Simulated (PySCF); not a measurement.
## Ni¹⁰⁺: ionisation energy

Ni¹⁰⁺ [Ar] → Ni¹¹⁺ [Ne] 3s2 3p5 [3p1/2^2 3p3/2^3, M_J = 3/2], as a difference of total energies. Calculation: PySCF 2.14, in an uncontracted even-tempered set (20 s from 0.64 bohr⁻², ratio 2.4; 14 p from 0.83 bohr⁻², ratio 2.4; 5 d from 5.6 bohr⁻², ratio 2.6; 4 f from 8.4 bohr⁻², ratio 2.6); the two-component X2C-1e Hamiltonian. Correlated levels: 1s2 frozen; the 52 highest virtual spinors dropped. "Screened" scales the spin-orbit matrix elements by Boettger's factors to mimic the two-electron term; Breit and QED terms are absent.

```csv
method,ionisation energy (eV)
GHF (spin-free),319.28
GMP2 (spin-free),320.03
GHF (screened spin-orbit),318.27
GMP2 (screened spin-orbit),319.02
```

Question: How much does correlation contribute at GMP2 (screened spin-orbit)?

Answer: 319.02 − (318.27) = 0.75 eV, measured against GHF (screened spin-orbit).

For comparison: 319.5 ± 0.7 eV (semi-empirical (NIST evaluation); NIST Atomic Spectra Database, ionization energies).
